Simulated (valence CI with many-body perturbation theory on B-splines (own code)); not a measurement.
E1 transitions of Eu¹³⁺

Computed by configuration interaction combined with many-body perturbation theory (CI+MBPT): four valence electrons over a frozen Dirac-Fock core [Kr] 4d10, radial functions for each j: 8 s, 8 p, 9 d, 9 f, 6 g, 3 h, 2 i, with the one-electron correlation potential Σ1 (screened to all orders), the two-electron term Σ2, the three-electron term Σ3, Breit, model QED; selected single and double excitations, second order for the rest (own B-spline code, finite nucleus).

No measured levels were compared; by estimate terms of the open shell hold to a few per cent of their energy, and close levels can change places; configurations with another count of f electrons can be misplaced by thousands of cm⁻¹. Core correlation moves these levels by up to 37000 cm⁻¹, and in measured spectra 5 to 20 % of such shifts remained as error; rates that hang on mixing are uncertain with them.

Lines 101 to 150 of 208 in falling wavelength, among levels below 79358 cm⁻¹, chosen from the strongest by gf and those to the six lowest levels. Wavelengths and rates use the calculated energies, so an error of 2000 cm⁻¹ moves a line at 237.9 nm by 4.8 % and its rate by three times that or more. Electric multipoles are in the length gauge, E1 and E2 with the static RPA response of the core. Weak lines are less certain than strong ones. Lines between different terms over intervals too small for the method are left out, as are lines whose strength nearly cancels. Where a level lies close to another of its J and parity, the split of strength between their lines is uncertain. The highest levels of a list are the least certain.

Names give the largest LS component (configuration and term), which can be under half, so a name can repeat, a term be missing and a line seem to break the LS rules; names also repeat where a configuration has a term twice. Letters in brackets count levels of one name in rising energy.

```csv
λ vac (nm),Upper,Lower,A (s⁻¹),S (a.u.) with core polarisation,S without
237.9,4f3 5s 5G°_4,4f2 5s2 3F_3,1.01e+03,6.02e-05,7.16e-05
235.1,4f3 5s 3H°_6,4f2 5s2 3H_6,3.34e+03,2.79e-04,3.24e-04
234.1,4f3 5s 3G°_3 [a],4f2 5s2 3F_4,1.03e-01,4.59e-09,4.00e-09
232.5,4f3 5s 5G°_2,4f2 5s2 3F_2,1.26e+01,3.90e-07,5.62e-07
231.9,4f3 5s 3G°_5 [a],4f2 5s2 1G_4,4.39e+03,2.97e-04,3.50e-04
231.6,4f3 5s 3G°_3 [a],4f2 5s2 3F_3,1.61e+02,6.92e-06,8.31e-06
228.3,4f3 5s 5G°_3,4f2 5s2 3F_2,1.01e+03,4.16e-05,4.83e-05
227.8,4f3 5s 1D°_2,4f2 5s2 1D_2,7.50e+03,2.19e-04,2.45e-04
224.2,4f3 5s 3F°_2,4f2 5s2 3F_3,1.15e+02,3.21e-06,3.95e-06
223.7,4f3 5s 5G°_5,4f2 5s2 3F_4,2.75e+02,1.67e-05,1.95e-05
222.3,4f3 5s 1P°_1,4f2 5s2 1D_2,5.03e+03,8.17e-05,9.20e-05
221.6,4f3 5s 3H°_5,4f2 5s2 3H_5,2.28e+03,1.34e-04,1.56e-04
221.0,4f3 5s 5F°_3,4f2 5s2 3H_4,1.21e-01,4.50e-09,4.73e-09
219.4,4f3 5s 3G°_4 [a],4f2 5s2 3F_4,4.17e+01,1.95e-06,2.42e-06
218.8,4f3 5s 1H°_5,4f2 5s2 3F_4,2.70e+03,1.54e-04,1.77e-04
217.2,4f3 5s 3G°_4 [a],4f2 5s2 3F_3,3.25e+03,1.48e-04,1.71e-04
214.9,4f3 5s 5F°_4,4f2 5s2 3H_4,5.65e+02,2.49e-05,2.83e-05
213.7,4f3 5s 3D°_3,4f2 5s2 1G_4,5.95e+02,2.01e-05,2.21e-05
212.5,4f3 5s 3G°_3 [a],4f2 5s2 3F_2,1.98e+03,6.57e-05,7.31e-05
212.2,4f3 5s 5G°_5,4f2 5s2 3H_6,1.29e+00,6.68e-08,7.61e-08
212.0,4f3 5s 5F°_5,4f2 5s2 3H_4,7.00e-01,3.62e-08,7.81e-08
210.6,4f3 5s 3G°_3 [b],4f2 5s2 1G_4,3.84e+01,1.24e-06,1.41e-06
209.4,4f3 5s 3K°_6,4f2 5s2 3H_6,9.86e-01,5.81e-08,9.65e-08
207.8,4f3 5s 1H°_5,4f2 5s2 3H_6,4.32e+02,2.11e-05,2.61e-05
207.7,4f3 5s 3H°_6,4f2 5s2 3H_5,4.84e+02,2.78e-05,3.54e-05
207.2,4f3 5s 3F°_3,4f2 5s2 3F_4,1.04e+02,3.21e-06,4.07e-06
207.0,4f3 5s 1G°_4,4f2 5s2 1G_4,1.21e+02,4.77e-06,6.96e-06
206.8,4f3 5s 3H°_4,4f2 5s2 3H_4,2.90e+03,1.14e-04,1.29e-04
206.6,4f3 5s 3F°_4,4f2 5s2 3F_4,3.02e+02,1.18e-05,1.29e-05
206.3,4f3 5s 3F°_2,4f2 5s2 3F_2,5.13e+03,1.11e-04,1.26e-04
205.3,4f3 5s 3F°_3,4f2 5s2 3F_3,3.20e+03,9.55e-05,1.06e-04
204.6,4f3 5s 3F°_4,4f2 5s2 3F_3,9.31e+01,3.54e-06,4.90e-06
203.8,4f3 5s 3K°_7,4f2 5s2 3H_6,1.83e+01,1.15e-06,1.38e-06
201.6,4f3 5s 5G°_4,4f2 5s2 3H_5,5.35e-01,1.95e-08,1.25e-08
198.9,4f3 5s 3P°_2,4f2 5s2 3F_3,1.62e+03,3.15e-05,3.53e-05
198.4,4f3 5s 5G°_6,4f2 5s2 3H_6,1.21e+02,6.06e-06,6.09e-06
197.9,4f3 5s 3G°_5 [a],4f2 5s2 3F_4,2.10e+02,8.82e-06,1.02e-05
197.8,4f3 5s 3S°_1,4f2 5s2 3F_2,1.64e+03,1.88e-05,2.14e-05
196.9,4f3 5s 3H°_5,4f2 5s2 3H_4,1.28e+02,5.29e-06,6.71e-06
193.3,4f3 5s 5D°_3,4f2 5s2 1G_4,4.37e+02,1.09e-05,1.24e-05
190.1,4f3 5s 3F°_3,4f2 5s2 3F_2,2.82e+01,6.69e-07,9.35e-07
189.7,4f3 5s 5G°_5,4f2 5s2 3H_5,3.97e+02,1.47e-05,1.59e-05
188.8,4f3 5s 3G°_5 [a],4f2 5s2 3H_6,1.65e+01,6.04e-07,8.13e-07
187.4,4f3 5s 3K°_6,4f2 5s2 3H_5,4.75e+00,2.01e-07,1.73e-07
186.5,4f3 5s 3G°_4 [a],4f2 5s2 3H_5,8.26e+01,2.38e-06,2.80e-06
186.1,4f3 5s 1H°_5,4f2 5s2 3H_5,9.96e+02,3.49e-05,4.02e-05
185.2,4f3 5s 3G°_5 [b],4f2 5s2 1G_4,7.30e+02,2.52e-05,2.78e-05
184.7,4f3 5s 3P°_2,4f2 5s2 3F_2,2.49e+01,3.86e-07,6.74e-07
184.5,4f3 5s 3D°_3,4f2 5s2 3F_4,9.50e+02,2.06e-05,2.24e-05
182.9,4f3 5s 3D°_3,4f2 5s2 3F_3,6.85e+01,1.45e-06,1.49e-06
```
